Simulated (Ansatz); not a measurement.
The same path of CH$_{9}$AsSSi$_{2}$ (14 atoms, charge 0, multiplicity 1) was run twice with different band settings. The coordinate that changes most is the dihedral C3–Si4–As5–H13.

Computed with RHF/def2-SVP in Ansatz.

Relaxed end points:

```xyz
14
Properties=species:S:1:pos:R:3
Si -1.806 2.088 0.565
S -0.294 1.088 1.720
C 0.734 0.281 0.415
Si 0.227 -1.525 0.116
As 1.576 -2.616 -1.528
H -2.662 2.785 1.546
H -1.191 3.061 -0.368
H -2.613 1.135 -0.229
H 0.709 0.864 -0.507
H 1.761 0.321 0.777
H -1.176 -1.583 -0.353
H 0.358 -2.287 1.378
H 2.891 -2.139 -0.957
H 1.473 -1.504 -2.547
```

```xyz
14
Properties=species:S:1:pos:R:3
Si -1.950 2.077 0.678
S -0.277 1.187 1.695
C 0.733 0.530 0.297
Si 0.385 -1.306 -0.041
As 1.730 -2.015 -1.889
H -2.803 2.648 1.740
H -1.492 3.141 -0.245
H -2.712 1.081 -0.108
H 0.588 1.136 -0.599
H 1.774 0.664 0.593
H -1.032 -1.486 -0.432
H 0.660 -2.092 1.181
H 1.376 -3.476 -1.750
H 3.008 -2.119 -1.091
```

Common settings: spring 5.0 eV/Å²; optimiser quadratic models (default); start path through a guess of the saddle point; force threshold 0.03 eV/Å; end points relaxed.

| run | movable images | climbing image | iteration limit |
| --- | --- | --- | --- |
| 1 | 7 | yes | 37 |
| 2 | 6 | no | 43 |

(1) What does each run give, and how far can it be trusted?

Results:

(1) Run 1: converged after 13 iterations, highest image 0.065 eV above the first end. A vibrational analysis at the climbing image gives one clearly imaginary mode, 129i cm⁻¹: a first-order saddle point.
Run 2: converged after 12 iterations, highest image 0.064 eV above the first end. No image climbed, so the highest image needn't sit at the top of the path.
